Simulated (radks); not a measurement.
Results of a calculation; reference values are marked as such.
These are the eigenvalues of the occupied orbitals of an atom or ion with whole-number occupations (eV). Code: a radial shooting solver on a logarithmic mesh with Libxc functionals. Model: scalar-relativistic Kohn-Sham, PBE, spin-unpolarised, spherical densities, finite nucleus; Fermi nuclear charge, rms radius of each element as measured or else 0.836 A^(1/3) + 0.57 fm.

| orbital | eigenvalue |
|---|---|
| 1s | -61227.13 |
| 2s | -10373.92 |
| 2p | -9144.349 |
| 3s | -2338.286 |
| 3p | -1967.495 |
| 3d | -1515.694 |
| 4s | -459.9926 |
| 4p | -338.2645 |
| 4d | -177.9430 |
| 5s | -54.9091 |
| 5p | -27.4285 |
| 6s | -3.9196 |
| 4f | -3.0207 |

Which element is it, and in what charge state? The configuration may be excited.

Answer. Z = 70, ytterbium, charge 0: Yb in [Xe] 4f14 6s2. The list shows which subshells hold electrons but not how many an open one holds; the 1s level, -2250.1 hartree, gives Z - s = 67.1 by -(Z - s)^2/2, which with screening and relativity narrows Z to a few neighbours, and the depths of the outer levels then fix element, charge and occupations together.
